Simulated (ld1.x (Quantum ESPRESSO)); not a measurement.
**Which change was made? (Si, TM)**

* Element: silicon
* Generator: ld1.x (Quantum ESPRESSO) 7.5
* Type: norm-conserving Troullier–Martins (Kleinman–Bylander form)
* Functional: PBE
* Relativity: scalar-relativistic
* Frozen core: [Ne]
* Valence charge: 4
* Reference configuration: 3s2 3p2
* Partial waves: 3p (bound): rc 2.05 bohr; 3s (bound): rc 1.85 bohr
* Local potential: the s channel
* Core correction: a·sin(br)/r model core, default radius (core density twice the valence density)

Cutoffs, loose and tight: the cutoffs (Ry, on a coarse ladder) from which the occupation-weighted sum of valence levels, in a spherical-Bessel basis at the reference potential, stays within 10 and 1 mRy of its value at 400 Ry. They do not see the model core or the augmentation charge, which bear on the density cutoff. Test errors are all-electron minus pseudo excitation energies from the reference, over the configurations 3s2 3p1; 3s2 3p0; 3s1 3p0; 3s2 3p1.5; 3s1 3p3; 3s1 3p2; 3s0 3p4; variants that change the core or the reference have their own tests.

The base gives: outcome: generated; cutoff, loose: 15 Ry; cutoff, tight: 35 Ry; bound ghosts: none; largest test error (meV): +74.

Q: After one change the result is: outcome: generated; cutoff, loose: 21 Ry; cutoff, tight: 40 Ry; bound ghosts: none; largest test error (meV): +67. Which change was it?
A. all radii but the core radius scaled by about 1.25 (s 2.32, p 2.56 bohr)
B. all radii but the core radius scaled by about 0.81 (s 1.50, p 1.66 bohr)
C. all radii but the core radius scaled by about 1.37 (s 2.54, p 2.82 bohr)
D. all radii but the core radius scaled by about 1.09 (s 2.02, p 2.24 bohr)

A: B. The others give: all radii but the core radius scaled by about 1.37 (s 2.54, p 2.82 bohr) → outcome: generated; cutoff, loose: 10 Ry; cutoff, tight: 21 Ry; bound ghosts: none; largest test error (meV): -71 | all radii but the core radius scaled by about 1.25 (s 2.32, p 2.56 bohr) → outcome: generated; cutoff, loose: 10 Ry; cutoff, tight: 30 Ry; bound ghosts: none; largest test error (meV): +63 | all radii but the core radius scaled by about 1.09 (s 2.02, p 2.24 bohr) → outcome: generated; cutoff, loose: 12 Ry; cutoff, tight: 35 Ry; bound ghosts: none; largest test error (meV): +72.
